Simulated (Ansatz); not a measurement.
`C[Si](Cl)(Cl)Cl` → `CCl` + `Cl[Si]Cl` at 400 K and 1 bar (silylene loss).

Isolated molecules relaxed with PBE0-D4/def2-TZVP in Ansatz; ΔE leaves out vibrations. CCSD(T)/CBS is the MP2 limit (def2-TZVPP, def2-QZVPP) plus CCSD(T) − MP2 in def2-TZVPP, frozen cores. This one scheme is used for every species.

```
          species  CCSD(T)/CBS energy (Eh)  H − E (kJ/mol)  S (J/(mol·K))
`C[Si](Cl)(Cl)Cl`              -1708.45088           144.3          382.1
            `CCl`               -499.63220           114.2          247.0
       `Cl[Si]Cl`              -1208.69388            25.2          297.3
```

H − E and S are ideal-gas, rigid-rotor, harmonic terms from PBE0-D4/def2-TZVP. 1 Eh = 2625.50 kJ/mol, R = 8.31446 J/(mol·K).

**Question.** By hand: ΔE, ΔH, ΔS and ΔG.

**Answer.** ΔE = (-499.63220) + (-1208.69388) − (-1708.45088) = 0.12480 Eh = 327.7 kJ/mol. Δ(H − E) = 114.2 + 25.2 − 144.3 = -4.9, so ΔH = 322.8 kJ/mol. ΔS = 247.0 + 297.3 − 382.1 = 162.2 J/(mol·K). ΔG = 322.8 − 400 × (162.2)/1000 = 257.9 kJ/mol.

**Question.** By hand: the equilibrium constant, and the temperature at which ΔG would vanish if ΔH and ΔS stayed fixed.

**Answer.** log₁₀ K = −ΔG/(RT ln 10) = -33.7. ΔG = 0 at ΔH/ΔS = 1990 K.

The number of gas molecules changes by +1, which sets the sign of ΔS. A doubt of 5 kJ/mol in ΔE shifts log₁₀ K by 0.7 here. These are equilibria of isolated gas molecules and say nothing of rates. Largest T1 diagnostic: 0.013 (customary marks: 0.02 for closed shells, 0.045 for open ones).
